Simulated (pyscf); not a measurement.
# [F–V(Cl)(Cl)–Cl]• (SMILES [F][V]([Cl])([Cl])[Cl]), doublet

Gas-phase minimum from PySCF at ωB97X-D3(BJ)/def2-SVP, one conformer. 

```xyz
5

F      0.9234     1.9895    -0.6173
V      0.2705     0.4401    -0.4620
Cl     0.6412    -0.1333     1.5494
Cl    -1.8200     0.3765    -0.8055
Cl     1.1665    -0.9896    -1.7449
```
Charge 0, spin multiplicity 2.

Bond lengths (Å): F1–V2 1.688, V2–Cl3 2.124, V2–Cl4 2.119, V2–Cl5 2.120. Bond angles (°): F1–V2–Cl3 105.5, F1–V2–Cl4 113.2, F1–V2–Cl5 113.6, Cl3–V2–Cl4 108.5, Cl3–V2–Cl5 108.5, Cl4–V2–Cl5 107.4.

Properties at ωB97X-D3(BJ)/def2-SVP:

```
Quantity                                                                                                                                                        Result
---------------------------------------------------------------------------------------------------------------------  -----------------------------------------------
Harmonic wavenumbers, unscaled                                                                                         66, 123, 126, 145, 196, 429, 491, 516, 823 cm⁻¹
Zero-point energy                                                                                                                                         4.2 kcal/mol
Rotational symmetry number                                                                                                                                           1
Entropy of this conformer at 298 K and 1 atm, rigid rotor and harmonic oscillator, modes under 100 cm⁻¹ raised to 100                                  370.6 J/(mol K)
Dipole moment                                                                                                                                                   0.32 D
Spin expectation value S2                                                                                                                                        0.758
```

Single-point totals, which compare only within one level:

| level | total energy (hartree) |
|---|---|
| ωB97X-D3(BJ)/def2-TZVP | -2424.72564 |
| PBE/def2-TZVP | -2423.89441 |
| r²SCAN/def2-TZVP | -2424.61218 |
| B3LYP-D3(BJ)/def2-TZVP | -2424.82088 |
| PBE0-D3(BJ)/def2-TZVP | -2423.98916 |
| M06-2X/def2-TZVP | -2424.58821 |
| ωB97M-D3(BJ)/def2-TZVP | -2424.92225 |

Open-shell species with a d-block atom are single-reference here; other states, and whether the spin sits on metal or ligand, were not checked.
